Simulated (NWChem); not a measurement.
C4H3ClSi; SMILES C#C[SiH](Cl)C#C

Task: Give the equilibrium geometry at PBE0/def2-SVP (NWChem) as an XYZ file, with the point group.

Result: point group Cs; any orientation.
```
9

Si    -0.0041    -0.0001    -0.5529
Cl    -1.9080     0.0017     0.2454
C      0.8832     1.4920     0.0110
C      1.4787     2.4910     0.3676
C      0.8805    -1.4937     0.0111
C      1.4741    -2.4938     0.3679
H     -0.1241     0.0000    -2.0311
H      2.0046     3.3741     0.6863
H      1.9984    -3.3778     0.6867
```
